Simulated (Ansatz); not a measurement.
Reaction (ligand exchange at the Al–O bond): `C[O][Al]([SH])[SH]` + H–F → `[F][Al]([SH])[SH]` + CH₃OH

Gas-phase electronic energies from Ansatz, PBE0-D4/def2-TZVP geometries. CCSD(T)/CBS adds triple-zeta CCSD(T) − MP2 to the extrapolated MP2 energy (def2 sets, frozen cores). This one scheme is used for every species. DFT in def2-TZVPP. One conformer a species, not always the lowest.

| level | ΔE (kcal/mol) |
| --- | --- |
| PBE0 | -12.4 |
| CCSD/def2-TZVPP | -11.4 |

Question: What does CCSD(T)/CBS give? (Estimate.)

Answer: Computed: -11.2 kcal/mol. The listed levels differ from it by -1.2, -0.2 kcal/mol.

Largest T1 diagnostic among the species: 0.012.

The D4 term adds +1.9 kcal/mol with B3LYP and +1.1 kcal/mol with PBE0; it sums over pairs of atoms, weighted by their polarisabilities, and B3LYP, whose exchange is more repulsive, gets the larger term. In def2-TZVPP, CCSD(T) changes the Hartree–Fock value by +2.2 kcal/mol (the triples alone add +0.4 kcal/mol) and MP2 by +2.8 kcal/mol.

B3LYP here is the variant with VWN-RPA as its local correlation; programs differ in this.
